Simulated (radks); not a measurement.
Values are calculated unless marked as measured or tabulated.
Q: These are the eigenvalues of the occupied orbitals of an atom or ion with whole-number occupations (eV). Level of theory: scalar-relativistic Kohn-Sham, TASK exchange with Perdew-Wang LDA correlation, spin-polarised, spherical densities, finite nucleus; meta-GGA in the generalised Kohn-Sham scheme; Fermi nuclear charge, rms radius of each element as measured or else 0.836 A^(1/3) + 0.57 fm (a radial shooting solver on a logarithmic mesh with Libxc functionals).

orbital  eigenvalue
1s up     -29074.52
1s down   -29074.49
2s up     -4414.429
2s down   -4414.426
2p up     -3962.159
2p down   -3962.138
3s up     -863.1570
3s down   -863.1379
3p up     -714.5734
3p down   -714.5492
3d up     -485.1691
3d down   -485.1475
4s up     -143.8238
4s down   -143.7927
4p up      -98.4611
4p down    -98.4419
4d up      -32.1803
4d down    -32.0687
5s up      -16.3673
5s down    -14.9383
5p up       -7.7416
6p up       -1.2551

Which element is it, and in what charge state? The configuration may be excited. Open shells, if any, are filled with parallel spins first.

A: Z = 50, tin, charge 0: Sn in [Kr] 4d10 5s2 5p1 6p1. The list shows which subshells hold electrons but not how many an open one holds; the 1s level, -1068.5 hartree, gives Z - s = 46.2 by -(Z - s)^2/2, which with screening and relativity narrows Z to a few neighbours, and the depths of the outer levels then fix element, charge and occupations together.
